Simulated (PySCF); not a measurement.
**Where the electron goes**

Species: C2H9B3NO3P.
Cartesian coordinates in Å at the PBE0-D3(BJ)/def2-SVP level; atoms count from 1:
```
atom  x, y, z in Å
C1    -2.0789    1.2405   -0.1574
N2    -1.5001   -0.0769   -0.2405
C3    -2.4332   -1.1420   -0.5103
B4    -0.1320   -0.3060   -0.0625
O5     0.3919   -1.5915   -0.1384
B6     1.7242   -1.8088    0.0278
O7     2.5659   -0.7529    0.2822
B8     2.0718    0.5302    0.3574
P9     3.2456    1.9808    0.8352
O10    0.7365    0.7504    0.1911
H11   -2.8327    1.2945    0.6487
H12   -2.5839    1.5142   -1.1013
H13   -1.2990    1.9837    0.0472
H14   -2.9628   -0.9735   -1.4653
H15   -3.1981   -1.2137    0.2839
H16   -1.9049   -2.1010   -0.5708
H17    2.1720   -2.9235   -0.0493
H18    2.6933    2.9328   -0.0680
H19    4.3285    1.5862   -0.0001
```

Method used: TDDFT PBE0/def2-SVPD, vertical, gas phase, core orbitals frozen in the response in PySCF 2.14.0, density-fitted response routines.

Frontier orbitals with the atoms that hold most of them (Löwdin shares over 4%, at most four atoms; ? is withheld):

```
orbital  ε (eV)                            atoms
 LUMO+2    0.43   B6 19%, B4 14%, O7 13%, P9 10%
 LUMO+1    0.06    B8 24%, B4 23%, B6 15%, P9 7%
   LUMO       ?                                ?
   HOMO   -7.16      N2 46%, C3 8%, C1 8%, B4 7%
 HOMO-1   -7.41                                ?
 HOMO-2   -9.16  P9 22%, O5 17%, O10 17%, B8 10%
 HOMO-3   -9.69  O7 38%, O10 15%, B6 10%, H17 8%
```

Question: Which atoms hold the HOMO-1, and with what shares?

Answer: P9 (bonded to B and 2 H) 60%; B8 (bonded to 2 O and P) 12%; H18 (bonded to P) 6%; H19 (bonded to P) 6%. By element: phosphorus 60%, hydrogen 12% or more, boron 12% or more.

Question: Give the leading atoms of the LUMO.

Answer: B8 (bonded to 2 O and P) 24%; B6 (bonded to 2 O and H) 21%; P9 (bonded to B and 2 H) 13%; O7 (bonded to 2 B) 12%. By element: boron 45% or more, phosphorus 13%, oxygen 12% or more.

Question: What is the LUMO energy, and the HOMO–LUMO gap?

Answer: ε(LUMO) = -0.38 eV; the gap is 6.77 eV (0.2489 hartree).

Question: The HOMO–LUMO gap is 6.77 eV. Where does the response calculation put the lowest singlet, and from which orbitals?

Answer: S1 is at 5.84 eV (f = 0.015), 0.93 eV below the gap, made of HOMO→LUMO (99%). Without the coupling terms of the response equations the lowest excitation would equal the gap.

Question: One configuration dominates each of S1, S2, S3 and S4. Which, and how do the shares of the two leading atoms of either orbital change from the occupied to the empty one?

Answer: 
- S1 (5.84 eV, f 0.015), HOMO→LUMO (99%): N2 46% → at most 13%, C3 8% → at most 13%, B8 at most 8% → 24%, B6 at most 8% → 21%
- S2 (6.04 eV, f 0.098), HOMO-1→LUMO (93%): P9 60% → 13%, B8 12% → 24%, B6 at most 7% → 21%
- S3 (6.15 eV, f 0.0029), HOMO→LUMO+1 (88%): N2 46% → at most 7%, C3 8% → at most 7%, B8 at most 8% → 24%, B4 7% → 23%
- S4 (6.48 eV, f 0.088), HOMO-1→LUMO+1 (85%): P9 60% → 7%, B8 12% → 24%, B4 at most 7% → 23%

One conformer stands for the species.
